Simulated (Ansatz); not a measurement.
A nudged elastic band was laid between two geometries of Cl$_{2}$F$_{2}$H$_{3}$SiTi (9 atoms, charge 0, multiplicity 2).

Theory: Ansatz 0.2.0, UKS PBE/def2-SVP.

| Quantity | Value |
| --- | --- |
| movable images | 7 |
| climbing image | yes |
| spring | 5.0 eV/Å² |
| optimiser | quadratic models (default) |
| start path | through a guess of the saddle point |
| force threshold | 0.03 eV/Å |
| iteration limit | 60 |
| end points | relaxed |

Image 0:

```xyz
9
Properties=species:S:1:pos:R:3
Ti 0.189 0.317 0.492
Cl 0.972 1.633 2.197
F 1.498 -0.494 -0.368
F -1.146 1.081 -0.371
Cl -0.739 -1.237 2.213
Si -0.289 -0.489 4.228
H -0.938 -1.578 5.029
H 1.188 -0.486 4.424
H -0.987 0.812 4.428
```

Image 8:

```xyz
9
Properties=species:S:1:pos:R:3
Ti -0.123 -0.049 0.579
Cl -1.512 -0.337 2.812
F 1.249 0.007 1.755
F -1.032 1.371 0.074
Cl 0.258 -1.505 -1.057
Si 0.031 -0.025 4.285
H -0.741 -0.076 5.567
H 0.999 -1.155 4.195
H 0.619 1.328 4.065
```

(1) What changes between the two ends?

(2) Give the energies along the band, and the barrier.

(3) What is the geometry of the highest image?

Answers

(1) Bonds broken: Cl5–Si6. Bonds formed: Cl2–Si6.

(2) It converged. The highest image is number 4 of 0 to 8, 33.7 kJ/mol above the first end and 25.8 kJ/mol above the last; the last end lies 7.9 kJ/mol above the first. The profile has 2 maxima (images 1, 4) with wells between them (image 2): this band takes more than one step, which may be the mechanism or a detour left from its start path. A vibrational analysis at the climbing image gives no mode beyond 40i cm⁻¹: the surface is too flat there to confirm a saddle point.

```
image  path coordinate (Å)  energy (kJ/mol)  Cl5–Si6 (Å)  Cl2–Si6 (Å)
    0                 0.00              0.0         2.20         3.20
    1                 1.55             27.1         2.58         2.50
    2                 3.09             10.8         3.72         2.19
    3                 4.64             29.6         4.89         2.11
    4                 6.18             33.7         5.93         2.12
    5                 7.48             31.3         6.25         2.11
    6                 8.78             24.7         6.22         2.14
    7                10.08             15.2         5.89         2.15
    8                11.38              7.9         5.55         2.16
```

(3) 
```xyz
9
Properties=species:S:1:pos:R:3:forces:R:3
Ti -0.042 -0.079 -0.240 0.00 0.00 0.00
Cl 0.033 0.136 2.817 0.00 0.00 0.00
F 1.706 -0.093 -0.424 0.00 0.00 0.00
F -0.916 1.428 -0.467 0.00 0.00 0.00
Cl -1.141 -1.980 -0.517 0.00 0.00 0.00
Si 0.028 0.051 4.930 0.00 0.00 0.00
H -0.726 -1.177 5.341 0.00 0.00 0.00
H 1.451 -0.014 5.395 0.00 0.00 0.00
H -0.645 1.288 5.440 0.00 0.00 0.00
```

The run took 13 min on 4 threads of Arm Neoverse V1, on a shared host, peak memory 0.37 GiB.
